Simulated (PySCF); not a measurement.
Species: C₅H₁₁B.
Z-matrix (Å and degrees, PBE0-D3(BJ)/def2-SVP geometry), rows numbered from 1:
```
B 
C   1  1.5486
C   2  1.5503  1  123.83
C   3  1.5406  2   88.88  1  -147.04
C   4  1.5468  3   90.01  2    14.12
C   5  1.5173  2  114.58  1    30.12
H   1  1.2124  2  120.04  3   -36.66
H   1  1.2120  2  121.43  3   147.56
H   2  1.1153  1  100.18  3   121.03
H   3  1.1008  2  112.35  1   -32.90
H   3  1.1000  2  117.15  1    92.65
H   4  1.1006  3  112.18  2   -99.97
H   4  1.1015  3  117.05  2   133.98
H   5  1.1022  2  114.64  1   -97.52
H   6  1.1034  5  111.20  2    48.89
H   6  1.1016  5  111.02  2   168.49
H   6  1.1007  5  111.49  2   -71.23
```

All values: PBE0/def2-SVPD (PySCF, non-relativistic), on one gas-phase PBE0-D3(BJ)/def2-SVP geometry that isn't relaxed in the solvent. The solvent is an IEF-PCM continuum (Bondi radii, 1.10 Å for H, scaled by 1.2), and excitations are vertical TDDFT with non-equilibrium linear response and a frozen core. Specific hydrogen bonds and non-electrostatic terms are outside this model.

Gas-phase singlets (H = HOMO, L = LUMO):

```json
{"state": "S1", "E (eV)": "5.231", "λ (nm)": "237", "f": "0.001", "leading configurations": "H→L 96%"}
{"state": "S2", "E (eV)": "5.417", "λ (nm)": "229", "f": "0.001", "leading configurations": "H-1→L 88%"}
{"state": "S3", "E (eV)": "6.271", "λ (nm)": "198", "f": "0.020", "leading configurations": "H-2→L 78%, H-3→L 12%"}
{"state": "S4", "E (eV)": "6.488", "λ (nm)": "191", "f": "0.018", "leading configurations": "H-3→L 68%, H-2→L 18%"}
{"state": "S5", "E (eV)": "7.189", "λ (nm)": "172", "f": "0.001", "leading configurations": "H-4→L 84%, H-3→L 12%"}
```

Question: What are the lowest 5 singlets in cyclohexane (ε = 2.017)?

Answer: 
| state | E (eV) | λ (nm) | f | leading configurations | change by rank (eV) |
| --- | --- | --- | --- | --- | --- |
| S1 | 5.203 | 238 | 0.001 | H→L 96% | -0.028 |
| S2 | 5.402 | 230 | 0.001 | H-1→L 87% | -0.015 |
| S3 | 6.222 | 199 | 0.031 | H-2→L 83%, H-3→L 8% | -0.049 |
| S4 | 6.452 | 192 | 0.020 | H-3→L 70%, H-2→L 14% | -0.036 |
| S5 | 7.157 | 173 | 0.001 | H-4→L 82%, H-3→L 12% | -0.032 |

Question: How does the list change in methanol (ε = 32.61)?

Answer: 
| state | E (eV) | λ (nm) | f | leading configurations | change by rank (eV) |
| --- | --- | --- | --- | --- | --- |
| S1 | 5.186 | 239 | 0.001 | H→L 96% | -0.045 |
| S2 | 5.406 | 229 | 0.001 | H-1→L 88% | -0.011 |
| S3 | 6.183 | 201 | 0.034 | H-2→L 86% | -0.088 |
| S4 | 6.437 | 193 | 0.017 | H-3→L 72%, H-2→L 10% | -0.051 |
| S5 | 7.132 | 174 | 0.001 | H-4→L 81%, H-3→L 13% | -0.057 |

Question: The ground-state energy changes by -0.047 eV from gas to methanol. By how much does the total energy of gas-phase S1 change?

Answer: E(S1) = E(S0) + excitation energy, so it changes by -0.047 − 0.045 = -0.092 eV: it is lowered more than the ground state, which is what a red shift means. This is the vertical state, with the slow part of the continuum still set for S0.

Question: How do the frontier levels move from gas to methanol?

Answer: 
| orbital | gas (eV) | solvent (eV) | change (eV) | Löwdin shares, gas | Löwdin shares, solvent |
| --- | --- | --- | --- | --- | --- |
| LUMO+2 | 1.28 | 1.38 | +0.10 | B1 26 %, H12 12 %, H14 9 %, C4 8 % | B1 24 %, H12 12 %, C4 12 %, H14 8 % |
| LUMO+1 | 0.66 | 0.81 | +0.15 | B1 29 %, H9 9 %, H14 7 %, C4 6 % | B1 38 %, H9 6 %, C6 6 %, H14 5 % |
| LUMO | -1.23 | -1.15 | +0.08 | B1 53 %, C2 13 %, H8 10 %, H7 10 % | B1 53 %, C2 12 %, H8 10 %, H7 10 % |
| HOMO | -8.07 | -7.94 | +0.13 | C2 22 %, B1 18 %, C5 13 %, C4 13 % | C2 22 %, B1 17 %, C5 13 %, C4 13 % |
| HOMO-1 | -8.20 | -8.07 | +0.13 | C5 17 %, C3 17 %, C2 17 %, B1 10 % | C5 18 %, C3 17 %, C2 16 %, B1 8 % |
| HOMO-2 | -8.67 | -8.50 | +0.17 | C5 17 %, C2 14 %, C4 14 %, C3 9 % | C5 17 %, C2 15 %, C4 14 %, C3 9 % |
| HOMO-3 | -9.10 | -8.99 | +0.11 | C4 21 %, C3 18 %, B1 15 %, H8 8 % | C4 22 %, C3 18 %, B1 14 %, H8 8 % |

The HOMO–LUMO gap goes from 6.84 to 6.78 eV.

Rough CPU time on one thread of a shared machine: about 60 s. This is the whole response run at PBE0/def2-SVPD in methanol, SCF included.
